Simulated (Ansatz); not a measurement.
```yaml
crystal:
  periodic: [false, false, false]
  atoms:
    - {symbol: C, position_ang: [-0.801895, 0.680843, -0.281580]}
    - {symbol: N, position_ang: [0.262212, -0.158440, 0.192319]}
    - {symbol: C, position_ang: [0.962556, 0.422043, 1.308983]}
    - {symbol: Sn, position_ang: [0.854496, -1.974146, -0.519329]}
    - {symbol: O, position_ang: [-0.397807, -2.135310, -2.050147]}
    - {symbol: H, position_ang: [-1.519958, 0.910079, 0.519848]}
    - {symbol: H, position_ang: [-0.427858, 1.641906, -0.665197]}
    - {symbol: H, position_ang: [-1.362356, 0.199213, -1.085913]}
    - {symbol: H, position_ang: [1.423854, 1.386029, 1.047894]}
    - {symbol: H, position_ang: [1.761950, -0.241637, 1.654410]}
    - {symbol: H, position_ang: [0.291648, 0.604763, 2.161403]}
    - {symbol: H, position_ang: [-0.969841, -1.390345, -2.248690]}
basis:
  gaussian: {orbitals: def2-TZVPD, fitting: {mean_field: cc-pVTZ-jkfit}}
hamiltonian: {xc: {name: BHLYP}, dispersion: d3bj}
accuracy: high
```

```sh
$ ansatz run in.yaml --threads 4 --pin off --events-out ev --progress --plain --max-ram 10444MiB
```

Q: How does Ansatz answer? (An estimate is asked.)

A: Ansatz gave: The program refused the input.
```
Functional definition: BHLYP
Error: <dir> the basis set cc-pVTZ-JKFIT has no functions for Sn
```
